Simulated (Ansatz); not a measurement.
Mulliken charges of CH5FOSn (`[CH3][SnH]([OH])[F]`) from ωB97M-V/def2-TZVPP in Ansatz (PBE0-D4/def2-TZVP geometry).

| atom | x (Å) | y (Å) | z (Å) | charge (e) |
| --- | --- | --- | --- | --- |
| C1 | -0.348 | 1.321 | -0.173 | -0.606 |
| Sn2 | -0.271 | -0.757 | 0.238 | 1.106 |
| O3 | 1.527 | -1.346 | 0.725 | -0.541 |
| F4 | -0.613 | -1.596 | -1.465 | -0.502 |
| H5 | -1.362 | 1.603 | -0.456 | 0.153 |
| H6 | -0.044 | 1.885 | 0.709 | 0.153 |
| H7 | 0.330 | 1.539 | -0.998 | 0.151 |
| H8 | -1.309 | -1.477 | 1.372 | -0.084 |
| H9 | 2.178 | -1.218 | 0.031 | 0.171 |

Question: By hand: the dipole of these point charges (1 e Å = 4.8032 D).

Answer: Σ q r = (-0.290, 0.573, 0.489) e Å, of length 0.807 e Å = 3.88 D.

Question: How does the dipole of the full density compare? (Best estimate.)

Answer: Ansatz gave: (-0.060, 0.581, 0.181) e Å, 2.94 D; the point charges give 1.32 times that, at 27° from its direction.

Point charges leave out the atoms' own dipoles, such as those of lone pairs, and Mulliken's split depends on the basis, so the two needn't agree.
